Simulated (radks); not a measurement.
Values are calculated unless marked as measured or tabulated.
Initial-state core-level shifts of the manganese ion Mn3+ when its valence configuration changes from [Ar] 3d4. Code: a radial shooting solver on a logarithmic mesh with Libxc functionals. Model: Dirac Kohn-Sham, PBE, spin-unpolarised, spherical densities, point nucleus; open shells fill j = l - 1/2 first. Shifts are changes of the shell-averaged eigenvalues in eV (positive: less bound).

valence           1s       2s       3s       3p
3d2 4p2      -20.967  -23.592  -18.764  -18.183
3d3 4s1       -8.924  -10.133   -8.073   -7.802
3d3 4p1      -10.015  -11.224   -9.170   -8.886
3d2 4s1 4p1  -19.953  -22.562  -17.744  -17.177
3d1 4p3      -32.846  -37.063  -28.701  -27.826
3d1 4s2 4p1  -30.893  -35.060  -26.744  -25.895
3d2 4s2      -18.921  -21.516  -16.707  -16.153
4s1 4p3      -44.624  -50.558  -37.925  -36.787
